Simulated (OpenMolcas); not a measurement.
## Mn4+: ligand-field states by method

Mn4+ with its 6 nearest chloride ions at 2.446 Å, on the Zr site of Cs2ZrCl6 (a = 10.407 Å, distance in the model lattice 2.446 Å). The rest of the host is ab initio model potentials to 7.6 Å and point charges beyond; the distance is set by hand and nothing relaxes. Ligand basis ANO-RCC-VDZP.
```
Mn    0.0000    0.0000    0.0000
Cl    2.4460    0.0000    0.0000
Cl    0.0000    2.4460    0.0000
Cl   -2.4460    0.0000    0.0000
Cl    0.0000   -2.4460    0.0000
Cl    0.0000    0.0000    2.4460
Cl    0.0000    0.0000   -2.4460
```

```
Program             : OpenMolcas
Basis               : ANO-RCC-VTZP [6s5p3d2f1g]
Scalar Hamiltonian  : DKH2, point nucleus
Active space        : 3 electrons in 5 orbitals (3d)
State averaging     : 2S+1 = 4 even, 10 roots; 2S+1 = 2 even, 40 roots
Spin-orbit coupling : RASSI with atomic mean-field integrals over the reference wave functions
```

I. CASSCF
II. SS-CASPT2, IPEA 0.25 Eh, imaginary shift 0.1 Eh (closed shells correlated: 3s 3p and the ligand valence shells)
III. SS-CASPT2, IPEA 0.25 Eh, sigma2 regulariser 0.3 Eh (closed shells correlated: 3s 3p and the ligand valence shells)

Spin-free states (labels of O, the rotations of Oh) in cm-1, each column counted from its own energy of the first state listed:

```tsv
State	Degeneracy	I	II	III
4A2	1	0	0	0
4T2	3	12202	27920	28150
4T1	3	20210	32740	33080
2E	2	21096	11990	12010
2S+1 = 2	3	21923	12540	12560
2S+1 = 2	3	26214	27870	28100
2S+1 = 2	1	28852	33700	33730
2S+1 = 2	3	30593	24240	24340
2S+1 = 2	3	30926	36050	36420
2E	2	34390	37860	38030
2S+1 = 2	3	34669	37560	37840
4T1	3	37963	61350	63230
2S+1 = 2	3	43577	47940	48250
2S+1 = 2	1	45260	45680	45750
2S+1 = 2	3	47073	59640	66880
2S+1 = 2	3	49288	50750	51140
2S+1 = 2	3	54824	66350	68350
2E	2	59202	56930	57260
2S+1 = 2	3	70065	74030	75140
2E	2	78957	83590	96330
```

From I to II, I's first state of the same spin (4T2) moves from 12202 to 27920 cm-1, by about +16000 cm-1.

From I to II, I's first state of another spin (2E) moves from 21096 to 11990 cm-1, by about -9100 cm-1.

χT at 300 K: I 1.83, II 1.86, III 1.86 cm3 K/mol.

Roots that are degenerate in the reference are averaged as groups; the widest CASPT2 spread within a group is 620 cm-1 (the 2-fold group of multiplicity 2 near 83600 cm-1 above the lowest state of its run, II). Shifts and gaps below about the spread of the groups concerned are not significant. Over all roots computed the reference weight is 0.46 to 0.60 in II, 0.57 to 0.61 in III; the roots of lowest weight are the least certain, and an intruder state may touch them. The least metal-like active orbital is 66 % on the metal (Löwdin) and no ligand orbital is active, so the numbers are rough. Ligand-to-metal charge-transfer states are missing. With no ligand orbital active B as a rule stays too high, so bands that hang on it stand too high and its fall with covalency is understated. Without dynamic correlation the repulsion within the d shell is too large (B by tens of per cent), so at a given field states of lower spin stand too high (holds for I). With metal d orbitals alone and no dynamic correlation the field as a rule comes out too small, by tens of per cent, by up to half for chloride and softer ligands (holds for I). With one d shell and no ligand orbital active, 10Dq can be off by a tenth or more (holds for II; III). The distance lies 4 % over the 2.344 Å that this model takes as the normal distance (a Shannon-type radius plus a fixed donor radius, weighted with the host); by an R⁻⁵ law this alone changes a d-shell field by about -19 %. No measured value stands beside these numbers; the geometry was set by hand and not optimised.
